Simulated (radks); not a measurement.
Species: Sn+. Configuration: [Kr] 4d10 5s2 5p1. All-electron calculation, Dirac Kohn-Sham, exchange-only B88, spin-unpolarised, spherical densities, finite nucleus; open shells are shared between the two j in proportion to 2j + 1; Fermi nuclear charge, rms radius 4.6519 fm. Program: a radial shooting solver on a logarithmic mesh with Libxc functionals.

Unscreened Slater integrals over Kohn-Sham orbitals (cm^-1). Large and small components are both included.

integral,value
"F0(5p3/2,5p3/2)",66397
"F2(5p3/2,5p3/2)",35243
"F0(5p3/2,5p1/2)",67666
"G2(5p3/2,5p1/2)",35792
"F0(5p3/2,5s1/2)",73840
"G1(5p3/2,5s1/2)",46600
"F0(5p3/2,4d5/2)",84343
"F2(5p3/2,4d5/2)",21198
"G1(5p3/2,4d5/2)",7350.9
"G3(5p3/2,4d5/2)",6350.9
"F0(5p1/2,5p1/2)",69030
"F0(5p1/2,5s1/2)",75719
"G1(5p1/2,5s1/2)",49405
"F0(5p1/2,4d5/2)",87406
"G3(5p1/2,4d5/2)",7242.9
"F0(5s1/2,5s1/2)",85265
"F0(5s1/2,4d5/2)",104790
"G2(5s1/2,4d5/2)",14621
"F0(4d5/2,4d5/2)",180100
"F2(4d5/2,4d5/2)",89929
"F4(4d5/2,4d5/2)",59049
